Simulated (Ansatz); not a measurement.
`CCBNC` → `CBNC` + `[CH2]` (triplet)  (formal loss of a carbene)

Isolated molecules relaxed with PBE0-D4/def2-TZVP in Ansatz; ΔE leaves out vibrations. CBS: MP2 limit from def2 TZ/QZ plus the TZ coupled-cluster correction, frozen cores. This one scheme is used for every species. Functionals use def2-TZVPP. B3LYP here is the variant with VWN-RPA as its local correlation; programs differ in this. Triplets are unrestricted, without spin–orbit coupling. One conformer a species, not always the lowest.

| level | ΔE (kJ/mol) | difference from CCSD(T)/CBS |
| --- | --- | --- |
| r2SCAN-D4 | 403.3 | -24.3 |
| B3LYP-D4 | 418.5 | -9.1 |
| ωB97X-V | 437.8 | 10.2 |
| ωB97M-V | 429.4 | 1.8 |
| B2PLYP | 415.9 | -11.7 |
| r2SCAN | 401.3 | -26.3 |
| PBE0 | 418.7 | -8.9 |
| B3LYP | 407.8 | -19.8 |
| HF/def2-TZVPP | 278.4 | -149.2 |
| CCSD(T)/def2-TZVPP | 416.5 | -11.1 |
| HF/def2-QZVPP | 278.5 | -149.1 |
| MP2/def2-QZVPP | 435.3 | 7.7 |
| SCS-MP2/def2-QZVPP | 437.1 | 9.5 |
| HF/CBS(def2) | 278.5 | -149.1 |
| MP2/CBS(def2) | 440.0 | 12.4 |
| CCSD/CBS(def2) | 416.4 | -11.2 |
| CCSD(T)/CBS | 427.6 | 0 |

Largest T1 diagnostic among the species: 0.011.

In def2-TZVPP, CCSD(T) changes the Hartree–Fock value by +138.1 kJ/mol (the triples alone add +11.2 kJ/mol) and MP2 by +150.5 kJ/mol. From PBE to PBE0 (25 % exact exchange), in def2-TZVPP and without D4, ΔE moves by −6.9 kJ/mol. The D4 term adds +10.8 kJ/mol with B3LYP and +5.9 kJ/mol with PBE0; it sums over pairs of atoms, weighted by their polarisabilities, and B3LYP, whose exchange is more repulsive, gets the larger term.
